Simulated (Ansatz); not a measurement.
CBr₄, triplet, at the geometry of the source list (a higher spin typed on purpose: for a closed-shell molecule this is an excited state). Base run: Ansatz (an electronic-structure program) with B3LYP/def2-SVP.

Geometry (Å):
```xyz
5

Br     1.8853    -0.4327    -0.1584
C      0.0000     0.0000     0.0000
Br    -0.2677     1.8807    -0.3974
Br    -0.5992    -0.3707     1.8084
Br    -1.0185    -1.0772    -1.2526
```
Charge 0, spin multiplicity 3.
Orbitals are unrestricted.
All else is at Ansatz's defaults.
Base energy -10333.36985 Eh.

Each row names what was changed in the base input (with any setting that the change needs).

```tsv
change	ΔE vs base (mEh)	outcome
base	0.000	converged
lower_state_search = light	0.000	converged
point_charge = charge:1.0 position_ang:-3.6762, 3.1737, -0.9085	-10.592	converged
lower_state_search = full	-	cut at the time limit
point_charge = charge:0.5 position_ang:-2.021, 4.1736, -1.7054	-3.527	converged
fitting.mean_field = def2-universal-JKFIT	-	cut at the time limit
```
